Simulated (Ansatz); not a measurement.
Molecule: N2, charge 0, multiplicity 5. The spin state was set by rule; other spins were not relaxed. SMILES: N#N
Geometry: optimised at B3LYP-D3(BJ)/def2-TZVP (Ansatz, a first-principles code).

Property: atomisation energy (electronic, to ground-state atoms), in kJ/mol. Cores are frozen in the correlated levels unless marked. Open shells are spin-unrestricted. Spin-orbit coupling is left out. No relativistic terms. The coupled-cluster limit lacks core correlation, which all-electron functionals hold. CBS(X,Y): correlation extrapolated as X^-3; Hartree-Fock from the larger set (for Q and 5 zeta extrapolated as (X+1)exp(-9√X)). The bracket is a focal-point correction in the basis named.

```csv
level,program,atomisation energy (kJ/mol),minus last row
HF/6-31G,Ansatz,-239.9,-282.3
HF/aug-cc-pVDZ,Ansatz,-144.4,-186.8
HF/def2-SVPD,Ansatz,-141.8,-184.2
HF/aug-cc-pVTZ,Ansatz,-137.0,-179.4
HF/def2-TZVPPD,Ansatz,-138.0,-180.4
BLYP-D4/def2-TZVPD,Ansatz + dftd4,116.6,74.2
r2SCAN-D4/def2-TZVPD,Ansatz + dftd4,72.1,29.7
r2SCAN0/def2-TZVPD,Ansatz,43.8,1.4
RI-MP2/aug-cc-pVTZ,Ansatz,3.9,-38.5
CCSD/aug-cc-pVDZ,Ansatz,-11.8,-54.2
CCSD(T)/cc-pVQZ,Ansatz,33.2,-9.2
CCSD(T)/def2-QZVPPD,Ansatz,34.5,-7.9
CCSDT/cc-pVDZ,Ansatz,-5.4,-47.8
"RI-MP2/CBS(def2-TZVPPD,def2-QZVPPD)+[CCSD(T)-MP2]/def2-TZVPPD",Ansatz,40.3,-2.1
"CCSD(T)/CBS(cc-pVQZ,cc-pV5Z)",Ansatz,42.4,0.0
```
